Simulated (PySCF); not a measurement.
AsFH₄O₂Si, SMILES F[Si](O)([AsH2])O. Coordinates come from a ωB97X-D3(BJ)/def2-SVP optimisation. One conformer was computed; it need not be the lowest.

Calculation: ωB97X-D3(BJ)/def2-SVP in PySCF.

Harmonic wavenumbers (cm⁻¹): 96, 139, 148, 208, 228, 250, 323, 351, 463, 605, 660, 779, 796, 864, 947, 985, 1017, 2276, 2285, 3914, 3938. Rotational constants (GHz): 3.815, 1.399, 1.382; symmetry number 1.

Q: Work out the zero-point energy and the ideal-gas rigid-rotor harmonic-oscillator thermochemistry at 298.15 K and 1 atm.

A: ZPE = ½ Σ hcν = ½ × 21271 cm⁻¹ = 127.23 kJ/mol. H − E(el) = 150.91 kJ/mol. Entropy in J/(mol K): translation 171.89, rotation 117.85, vibration 82.21, total 371.95. G − E(el) = 40.01 kJ/mol. Cp = 119.96 J/(mol K). Modes under 150 cm⁻¹ make the vibrational entropy uncertain.
